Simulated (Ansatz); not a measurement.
Ansatz (a first-principles code) input for C₃H₈FNSi, SMILES [SiH2](CC(F)=C)N, B3LYP-D3(BJ)/def2-SVP. 

Ansatz 0.2 input:
```yaml
crystal:
  periodic: [false, false, false]
  atoms:
    - {symbol: C, position_ang: [2.32925099, 0.13660172, 0.80556732]}
    - {symbol: C, position_ang: [1.28538068, 0.36248627, 0.02886008]}
    - {symbol: F, position_ang: [0.78897000, 1.63206092, -0.03400319]}
    - {symbol: C, position_ang: [0.50762077, -0.59684167, -0.78018651]}
    - {symbol: Si, position_ang: [-1.18196844, -0.99374489, 0.03438167]}
    - {symbol: N, position_ang: [-2.10769907, 0.44079543, -0.13591595]}
    - {symbol: H, position_ang: [2.74991654, -0.84740475, 0.88416252]}
    - {symbol: H, position_ang: [2.79056594, 0.92607731, 1.37076364]}
    - {symbol: H, position_ang: [1.08366493, -1.50950103, -0.90411138]}
    - {symbol: H, position_ang: [0.32480233, -0.16856611, -1.76505852]}
    - {symbol: H, position_ang: [-0.91159125, -1.45747529, 1.40457012]}
    - {symbol: H, position_ang: [-1.86702376, -2.03245167, -0.73456899]}
    - {symbol: H, position_ang: [-1.65565576, 1.33527874, -0.02676113]}
    - {symbol: H, position_ang: [-3.04747196, 0.47887689, 0.22165542]}
basis:
  gaussian:
    orbitals: def2-SVP
hamiltonian:
  xc: b3lyp
  dispersion: d3bj
relax: {f_tol: 0.002, max_steps: 200}
```

Program output:

```
[...]
mean field: 0.74 GiB planned
mean field -15318.65522137 eV, -562.9501960280 hartree, gradient 1.3e-5 eV, S^2 0.000000; 0 other end points of the search recorded, 0 dependent functions left out
the calculation of the forces begins
reference -15318.65550085 eV, -562.9502062987 hartree; 28, 28 occupied and 100, 100 virtual orbitals, 1406 factors
relax step   5: F+E_penalty+E_count = -15319.19650914 eV  Δ(F+E_penalty+E_count) = -7.899e-4 eV  max|allowed force component| = 7.707e-2 eV/Å  Δτ_max = 0.0648 Å  (28 SCF iters, accepted)
these checks for a lower state are left out or cut short: starts, cluster_reference, orbital_swaps, neighbouring_geometries, increment
integrals: 0.10 GiB planned
1406 factors; integrals over basis functions are off by at most 5.3e-4 eV
mean field: 0.74 GiB planned
mean field -15318.65710823 eV, -562.9502653688 hartree, gradient 1.3e-5 eV, S^2 0.000000; 0 other end points of the search recorded, 0 dependent functions left out
the calculation of the forces begins
reference -15318.65738757 eV, -562.9502756342 hartree; 28, 28 occupied and 100, 100 virtual orbitals, 1406 factors
relax step   6: F+E_penalty+E_count = -15319.19808817 eV  Δ(F+E_penalty+E_count) = -1.579e-3 eV  max|allowed force component| = 3.577e-2 eV/Å  Δτ_max = 0.0300 Å  (29 SCF iters, accepted)
these checks for a lower state are left out or cut short: starts, cluster_reference, orbital_swaps, neighbouring_geometries, increment
integrals: 0.10 GiB planned
1406 factors; integrals over basis functions are off by at most 5.4e-4 eV
mean field: 0.74 GiB planned
mean field -15318.65809739 eV, -562.9503017197 hartree, gradient 1.3e-5 eV, S^2 0.000000; 0 other end points of the search recorded, 0 dependent functions left out
the calculation of the forces begins
reference -15318.65837674 eV, -562.9503119856 hartree; 28, 28 occupied and 100, 100 virtual orbitals, 1406 factors
relax step   7: F+E_penalty+E_count = -15319.19854169 eV  Δ(F+E_penalty+E_count) = -4.535e-4 eV  max|allowed force component| = 1.681e-2 eV/Å  Δτ_max = 0.0186 Å  (29 SCF iters, accepted)
these checks for a lower state are left out or cut short: starts, cluster_reference, orbital_swaps, neighbouring_geometries, increment
integrals: 0.10 GiB planned
1406 factors; integrals over basis functions are off by at most 5.4e-4 eV
mean field: 0.74 GiB planned
mean field evaluation 64: about -15318.6590 eV, gradient 1.3e-5 eV
mean field -15318.65903939 eV, -562.9503363375 hartree, gradient 1.3e-5 eV, S^2 0.000000; 0 other end points of the search recorded, 0 dependent functions left out
the calculation of the forces begins
reference -15318.65931874 eV, -562.9503466036 hartree; 28, 28 occupied and 100, 100 virtual orbitals, 1406 factors
relax step   8: F+E_penalty+E_count = -15319.19881709 eV  Δ(F+E_penalty+E_count) = -2.754e-4 eV  max|allowed force component| = 1.543e-2 eV/Å  Δτ_max = 0.0285 Å  (29 SCF iters, accepted)
these checks for a lower state are left out or cut short: starts, cluster_reference, orbital_swaps, neighbouring_geometries, increment
integrals: 0.10 GiB planned
1406 factors; integrals over basis functions are off by at most 5.4e-4 eV
mean field: 0.74 GiB planned
mean field -15318.65956825 eV, -562.9503557726 hartree, gradient 1.3e-5 eV, S^2 0.000000; 0 other end points of the search recorded, 0 dependent functions left out
the calculation of the forces begins
reference -15318.65984754 eV, -562.9503660365 hartree; 28, 28 occupied and 100, 100 virtual orbitals, 1406 factors
relax step   9: F+E_penalty+E_count = -15319.19895443 eV  Δ(F+E_penalty+E_count) = -1.373e-4 eV  max|allowed force component| = 9.431e-3 eV/Å  Δτ_max = 0.0222 Å  (29 SCF iters, accepted)
these checks for a lower state are left out or cut short: starts, cluster_reference, orbital_swaps, neighbouring_geometries, increment
integrals: 0.10 GiB planned
1406 factors; integrals over basis functions are off by at most 5.5e-4 eV
mean field: 0.74 GiB planned
mean field -15318.65990443 eV, -562.9503681272 hartree, gradient 1.3e-5 eV, S^2 0.000000; 0 other end points of the search recorded, 0 dependent functions left out
the calculation of the forces begins
reference -15318.66018355 eV, -562.9503783846 hartree; 28, 28 occupied and 100, 100 virtual orbitals, 1406 factors
relax step  10: F+E_penalty+E_count = -15319.19904683 eV  Δ(F+E_penalty+E_count) = -9.240e-5 eV  max|allowed force component| = 9.760e-3 eV/Å  Δτ_max = 0.0221 Å  (29 SCF iters, accepted)
these checks for a lower state are left out or cut short: starts, cluster_reference, orbital_swaps, neighbouring_geometries, increment
integrals: 0.10 GiB planned
1406 factors; integrals over basis functions are off by at most 5.5e-4 eV
mean field: 0.74 GiB planned
mean field -15318.66013082 eV, -562.9503764470 hartree, gradient 1.3e-5 eV, S^2 0.000000; 0 other end points of the search recorded, 0 dependent functions left out
the calculation of the forces begins
reference -15318.66040974 eV, -562.9503866972 hartree; 28, 28 occupied and 100, 100 virtual orbitals, 1406 factors
relax step  11: F+E_penalty+E_count = -15319.19910445 eV  Δ(F+E_penalty+E_count) = -5.762e-5 eV  max|allowed force component| = 1.297e-2 eV/Å  Δτ_max = 0.0216 Å  (29 SCF iters, accepted)
these checks for a lower state are left out or cut short: starts, cluster_reference, orbital_swaps, neighbouring_geometries, increment
integrals: 0.10 GiB planned
1406 factors; integrals over basis functions are off by at most 5.6e-4 eV
mean field: 0.74 GiB planned
mean field -15318.66021662 eV, -562.9503796001 hartree, gradient 1.3e-5 eV, S^2 0.000000; 0 other end points of the search recorded, 0 dependent functions left out
the calculation of the forces begins
reference -15318.66049539 eV, -562.9503898447 hartree; 28, 28 occupied and 100, 100 virtual orbitals, 1406 factors
relax step  12: F+E_penalty+E_count = -15319.19914042 eV  Δ(F+E_penalty+E_count) = -3.598e-5 eV  max|allowed force component| = 1.999e-2 eV/Å  Δτ_max = 0.0123 Å  (24 SCF iters, accepted)
these checks for a lower state are left out or cut short: starts, cluster_reference, orbital_swaps, neighbouring_geometries, increment
integrals: 0.10 GiB planned
1406 factors; integrals over basis functions are off by at most 5.6e-4 eV
mean field: 0.74 GiB planned
mean field evaluation 96: about -15318.6602 eV, gradient 2.6e-4 eV
mean field -15318.66019176 eV, -562.9503786862 hartree, gradient 2.3e-5 eV, S^2 0.000000; 0 other end points of the search recorded, 0 dependent functions left out
the calculation of the forces begins
reference -15318.66047047 eV, -562.9503889289 hartree; 28, 28 occupied and 100, 100 virtual orbitals, 1406 factors
relax step  13: F+E_penalty+E_count = -15319.19916330 eV  Δ(F+E_penalty+E_count) = -2.288e-5 eV  max|allowed force component| = 8.313e-3 eV/Å  Δτ_max = 0.0056 Å  (22 SCF iters, accepted)
these checks for a lower state are left out or cut short: starts, cluster_reference, orbital_swaps, neighbouring_geometries, increment
integrals: 0.10 GiB planned
1406 factors; integrals over basis functions are off by at most 5.6e-4 eV
mean field: 0.74 GiB planned
mean field -15318.66023275 eV, -562.9503801928 hartree, gradient 4.5e-5 eV, S^2 0.000000; 0 other end points of the search recorded, 0 dependent functions left out
the calculation of the forces begins
reference -15318.66051148 eV, -562.9503904360 hartree; 28, 28 occupied and 100, 100 virtual orbitals, 1406 factors
relax step  14: F+E_penalty+E_count = -15319.19917500 eV  Δ(F+E_penalty+E_count) = -1.170e-5 eV  max|allowed force component| = 5.163e-3 eV/Å  Δτ_max = 0.0021 Å  (20 SCF iters, accepted)
these checks for a lower state are left out or cut short: starts, cluster_reference, orbital_swaps, neighbouring_geometries, increment
integrals: 0.10 GiB planned
1406 factors; integrals over basis functions are off by at most 5.6e-4 eV
mean field: 0.74 GiB planned
mean field -15318.66025692 eV, -562.9503810808 hartree, gradient 3.5e-5 eV, S^2 0.000000; 0 other end points of the search recorded, 0 dependent functions left out
the calculation of the forces begins
reference -15318.66053565 eV, -562.9503913240 hartree; 28, 28 occupied and 100, 100 virtual orbitals, 1406 factors
relax step  15: F+E_penalty+E_count = -15319.19917718 eV  Δ(F+E_penalty+E_count) = -2.179e-6 eV  max|allowed force component| = 3.090e-3 eV/Å  Δτ_max = 0.0012 Å  (19 SCF iters, accepted)
these checks for a lower state are left out or cut short: starts, cluster_reference, orbital_swaps, neighbouring_geometries, increment
integrals: 0.10 GiB planned
1406 factors; integrals over basis functions are off by at most 5.6e-4 eV
mean field: 0.74 GiB planned
mean field -15318.66026481 eV, -562.9503813707 hartree, gradient 2.3e-5 eV, S^2 0.000000; 0 other end points of the search recorded, 0 dependent functions left out
the calculation of the forces begins
reference -15318.66054352 eV, -562.9503916134 hartree; 28, 28 occupied and 100, 100 virtual orbitals, 1406 factors
relax step  16: F+E_penalty+E_count = -15319.19917824 eV  Δ(F+E_penalty+E_count) = -1.063e-6 eV  max|allowed force component| = 2.053e-3 eV/Å  Δτ_max = 0.0010 Å  (19 SCF iters, accepted)
these checks for a lower state are left out or cut short: starts, cluster_reference, orbital_swaps, neighbouring_geometries, increment
integrals: 0.10 GiB planned
1406 factors; integrals over basis functions are off by at most 5.6e-4 eV
mean field: 0.74 GiB planned
mean field -15318.66028373 eV, -562.9503820662 hartree, gradient 3.2e-5 eV, S^2 0.000000; 0 other end points of the search recorded, 0 dependent functions left out
the calculation of the forces begins
reference -15318.66056243 eV, -562.9503923083 hartree; 28, 28 occupied and 100, 100 virtual orbitals, 1406 factors
relax step  17: F+E_penalty+E_count = -15319.19917910 eV  Δ(F+E_penalty+E_count) = -8.622e-7 eV  max|allowed force component| = 1.406e-3 eV/Å  Δτ_max = 0.0015 Å  (19 SCF iters, accepted)
integrals: 0.10 GiB planned
1406 factors; integrals over basis functions are off by at most 5.6e-4 eV
mean field: 0.74 GiB planned
mean field evaluation 128: about -15318.6603 eV, gradient 2.5e-3 eV
mean field -15318.66028373 eV, -562.9503820662 hartree, gradient 3.2e-5 eV, S^2 0.000000; 1 other end points of the search recorded, 0 dependent functions left out
the calculation of the forces begins
reference -15318.66056243 eV, -562.9503923083 hartree; 28, 28 occupied and 100, 100 virtual orbitals, 1406 factors
Total energy: -15319.19945781 eV, -562.9701963481 hartree
Atom 0 at     2.432829     0.171727     0.752173 Å, force    -0.000226     0.000110    -0.000487 eV/Å
Atom 1 at     1.296471     0.348901     0.079592 Å, force     0.000625    -0.001045    -0.000202 eV/Å
Atom 2 at     0.693852     1.568144     0.123991 Å, force    -0.000723     0.001262     0.000134 eV/Å
Atom 3 at     0.510531    -0.629620    -0.719930 Å, force    -0.000432     0.000458     0.000582 eV/Å
Atom 4 at    -1.220772    -0.966533    -0.001290 Å, force    -0.000333     0.000108    -0.000155 eV/Å
Atom 5 at    -2.137801     0.493652    -0.167305 Å, force     0.001406     0.000240    -0.000197 eV/Å
Atom 6 at     2.937334    -0.794029     0.731546 Å, force     0.000255    -0.000398     0.000170 eV/Å
Atom 7 at     2.869802     0.988998     1.327880 Å, force     0.000113     0.000110     0.000160 eV/Å
Atom 8 at     1.061389    -1.579712    -0.790258 Å, force     0.000171    -0.000368     0.000000 eV/Å
Atom 9 at     0.365215    -0.242201    -1.744009 Å, force     0.000179    -0.000004    -0.000265 eV/Å
Atom 10 at    -1.020896    -1.480763     1.393393 Å, force    -0.000006    -0.000202     0.000163 eV/Å
Atom 11 at    -1.890347    -2.044106    -0.786909 Å, force    -0.000080    -0.000138    -0.000075 eV/Å
Atom 12 at    -1.682355     1.360429     0.106532 Å, force    -0.000397     0.000185    -0.000082 eV/Å
Atom 13 at    -3.126489     0.511304     0.063949 Å, force    -0.000553    -0.000317     0.000255 eV/Å
Dipole moment:    -0.067212    -0.082072     0.026339 e Å
```

The run converged.

Cost: around 2.0 core-minutes (rough).
